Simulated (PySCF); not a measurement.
Job file and geometry (Å, from GFN2-xTB) of an NMR shielding run on `InChI=1S/C4H14B2Si/c1-2-3-7-4-6-5/h6H,2-5,7H2,1H3`, GIAO PBE0/pcSseg-1 NMR shielding, non-relativistic, gas phase in PySCF 2.14.0, density-fitted response routines; density fitting, a coarse starting grid and PySCF grid level 2 are the driver's defaults:

```
$ OMP_NUM_THREADS=1 python probes_run.py task.json out

{"job": {"kind": "nmr", "xc": "PBE0", "basis": "pcSseg-1"}, "charge": 0, "multiplicity": 1}
B      4.080471     0.960274    -0.327501
B      3.219809    -0.299880     0.231772
C      1.865586    -0.754726    -0.400905
Si     0.466300     0.103626     0.577922
C     -1.183226    -0.328704    -0.270853
C     -2.393182     0.235171     0.465845
C     -3.699476    -0.084749    -0.252768
H      4.975272     0.850510    -1.080901
H      3.858723     2.066024     0.002545
H      3.558511    -0.910918     1.182393
H      1.694924    -1.828556    -0.323349
H      1.748418    -0.479677    -1.449117
H      0.438133    -0.363948     1.972701
H      0.636493     1.564559     0.585085
H     -1.186925     0.056981    -1.292931
H     -1.298129    -1.411813    -0.352826
H     -2.425264    -0.177102     1.476151
H     -2.287725     1.317722     0.560165
H     -3.696240     0.341251    -1.254207
H     -3.832149    -1.161321    -0.340772
H     -4.549242     0.322220     0.291080
```

Task: Write the output of this run.

Result: 
```
coarse grid: 16824 points
cycle   1  E = -499.4623408187  dE =  2.262e-01  |g| = 4.743e-01  |ddm| = 3.841e+00
cycle   2  E = -499.4513450201  dE =  1.100e-02  |g| = 5.256e-01  |ddm| = 8.726e-01
cycle   3  E = -499.5250021909  dE = -7.366e-02  |g| = 4.190e-02  |ddm| = 4.855e-01
cycle   4  E = -499.5254566109  dE = -4.544e-04  |g| = 1.673e-02  |ddm| = 7.163e-02
cycle   5  E = -499.5255416309  dE = -8.502e-05  |g| = 4.306e-03  |ddm| = 2.252e-02
cycle   6  E = -499.5255462509  dE = -4.620e-06  |g| = 9.185e-04  |ddm| = 4.407e-03
final grid: 154384 points
cycle   7  E = -499.5646721460  dE = -4.524e-05  |g| = 8.568e-03  |ddm| = 2.791e-02
cycle   8  E = -499.5646661698  dE =  5.976e-06  |g| = 9.916e-03  |ddm| = 1.623e-02
cycle   9  E = -499.5646920276  dE = -2.586e-05  |g| = 5.969e-04  |ddm| = 8.477e-03
cycle  10  E = -499.5646921277  dE = -1.001e-07  |g| = 1.459e-04  |ddm| = 8.068e-04
cycle  11  E = -499.5646921333  dE = -5.635e-09  |g| = 5.341e-05  |ddm| = 1.883e-04
cycle  12  E = -499.5646921340  dE = -7.110e-10  |g| = 1.147e-05  |ddm| = 5.921e-05
converged SCF energy = -499.5646921340

GIAO shielding tensors (ppm)
atom      isotropic    diamagn.    paramagn.     s11        s22        s33       span
  0 B       -5.748     195.319    -201.067   -134.016    -21.596    138.366    272.382
  1 B        3.233     192.270    -189.037   -102.692    -12.435    124.826    227.518
  2 C      163.416     258.005     -94.589    119.336    167.397    203.516     84.180
  3 Si     394.658     883.676    -489.018    367.163    385.286    431.524     64.361
  4 C      166.241     256.734     -90.493    151.180    158.158    189.385     38.205
  5 C      163.756     247.820     -84.064    155.367    162.578    173.322     17.954
  6 C      165.649     244.301     -78.652    150.935    158.384    187.628     36.693
  7 H       21.637      28.912      -7.275      9.581     25.292     30.037     20.456
  8 H       21.731      28.769      -7.038      8.691     26.246     30.257     21.566
  9 H       22.423      28.682      -6.259     12.530     25.272     29.469     16.939
 10 H       29.924      33.130      -3.205     26.287     27.808     35.678      9.391
 11 H       29.773      34.591      -4.818     26.511     28.450     34.358      7.847
 12 H       27.565      32.137      -4.572     24.111     26.528     32.056      7.945
 13 H       27.647      32.533      -4.886     23.876     26.476     32.589      8.713
 14 H       30.947      35.851      -4.904     26.435     31.029     35.378      8.943
 15 H       30.907      35.469      -4.563     26.356     30.940     35.424      9.068
 16 H       30.349      31.921      -1.571     24.930     30.465     35.653     10.723
 17 H       30.383      32.259      -1.877     24.858     30.642     35.648     10.791
 18 H       30.725      28.699       2.026     26.825     28.966     36.384      9.559
 19 H       30.698      28.434       2.264     26.807     28.936     36.352      9.546
 20 H       30.309      26.255       4.055     25.556     27.473     37.900     12.345
```

Size and cost of the density-fitted run: 196 basis functions, 57 s wall time on 1 thread of an Arm Neoverse N1, shared host; peak memory 0.86 GiB.
